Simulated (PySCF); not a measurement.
Cartesian coordinates in Å; atom numbers follow the order of the lines, from 1:
```xyz
14

Si    1.9827    0.9887   -0.2347
Si    1.0210   -1.1488   -0.1554
Si   -1.1335   -0.9203    0.7410
C    -1.9338    0.5993   -0.0707
Cl   -1.8050    0.4469   -1.8520
H     2.0518    1.5538    1.1496
H     1.1198    1.8808   -1.0682
H     3.3604    0.9587   -0.8138
H     0.9642   -1.7442   -1.5252
H     1.8416   -2.0495    0.7155
H    -1.9856   -2.1197    0.4802
H    -1.0683   -0.6845    2.2196
H    -1.4239    1.5292    0.2217
H    -2.9982    0.6998    0.1863
```

Geometry: PBE0-D3(BJ)/def2-SVP; GIAO shifts from PySCF, gas phase, non-relativistic, averaged over equivalent atoms.

At PBE0/pcSseg-1 (158 basis functions, 32 s wall time on 1 thread of an Arm Neoverse N1, shared host):
```
   atoms  δ (ppm)
     Si3    -59.5
     Si1   -107.3
     Si2   -117.9
      C4     29.3
     Cl5     41.7
 H11/H12     4.20
H6/H7/H8     3.69
  H9/H10     3.49
 H13/H14     2.96
```

Chemical shifts δ = σref − σ; 29Si (σref 351.99), 13C (σref 184.41), 1H (σref 31.27) against TMS; 35Cl (σref 943.27) against HCl, all at this level.

Problem. Estimate the result of repeating the calculation with HF/pcSseg-2.

Solution. 
```csv
atoms,δ at HF/pcSseg-2,change
Si3,-53.5,+6.0
Si1,-93.6,+13.7
Si2,-104.5,+13.4
C4,25.6,-3.7
Cl5,-17.4,-59.1
H11/H12,3.96,-0.24
H6/H7/H8,3.54,-0.15
H9/H10,3.27,-0.22
H13/H14,2.83,-0.13
```

Shifts are taken against calculated references (same method and geometry level): 29Si (382.96 ppm), 13C (191.47 ppm), 1H (31.68 ppm) against TMS; HCl for 35Cl (944.88 ppm).

The largest change is at Cl5 (chlorine bonded to C). Cost: 334 basis functions, 70 s wall time on 1 thread of an Arm Neoverse N1, shared host.

Carbons that carry Cl, above all several Cl atoms, come out too deshielded, partly because spin–orbit coupling is missing.
